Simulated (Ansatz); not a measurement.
`O[SiH](O)O[Si](F)(F)F`. Charge 0, multiplicity 1. Geometry: relaxed with PBE0-D4/def2-TZVP. It is one conformer, not always the lowest.

```xyz
11

O     1.928    0.479   -1.319
Si    0.322    0.473   -1.069
O    -0.410   -0.912   -1.526
O    -0.020    0.583    0.527
Si   -0.753   -0.062    1.783
F    -0.577    0.876    3.028
F    -2.291   -0.251    1.534
F    -0.141   -1.462    2.146
H     2.471   -0.188   -0.896
H    -0.189    1.660   -1.769
H    -0.338   -1.196   -2.438
```

Question: What is the dipole moment at PBE/def2-TZVPP? (Best estimate.)

Answer: Computed: 2.79 D, with components (1.25, -0.82, -2.35) D in this frame, pointing from negative to positive charge.

Question: And with r2SCAN, B3LYP, ωB97M-V? (Estimate.)

Answer: Ansatz gave: r2SCAN 2.83 D, B3LYP 2.85 D, ωB97M-V 2.84 D.

Question: Give the Mulliken charges with PBE, ωB97M-V, B3LYP in def2-TZVPP. (Estimate.)

Answer: Computed: 
```json
{"atom": "O1", "PBE": "-0.34", "ωB97M-V": "-0.37", "B3LYP": "-0.38"}
{"atom": "Si2", "PBE": "0.55", "ωB97M-V": "0.63", "B3LYP": "0.68"}
{"atom": "O3", "PBE": "-0.33", "ωB97M-V": "-0.35", "B3LYP": "-0.37"}
{"atom": "O4", "PBE": "-0.25", "ωB97M-V": "-0.33", "B3LYP": "-0.33"}
{"atom": "Si5", "PBE": "0.81", "ωB97M-V": "0.95", "B3LYP": "0.98"}
{"atom": "F6", "PBE": "-0.25", "ωB97M-V": "-0.28", "B3LYP": "-0.29"}
{"atom": "F7", "PBE": "-0.25", "ωB97M-V": "-0.28", "B3LYP": "-0.29"}
{"atom": "F8", "PBE": "-0.25", "ωB97M-V": "-0.28", "B3LYP": "-0.30"}
{"atom": "H9", "PBE": "0.19", "ωB97M-V": "0.18", "B3LYP": "0.19"}
{"atom": "H10", "PBE": "-0.08", "ωB97M-V": "-0.04", "B3LYP": "-0.09"}
{"atom": "H11", "PBE": "0.19", "ωB97M-V": "0.18", "B3LYP": "0.19"}
```

B3LYP here is the variant with VWN-RPA as its local correlation; programs differ in this.
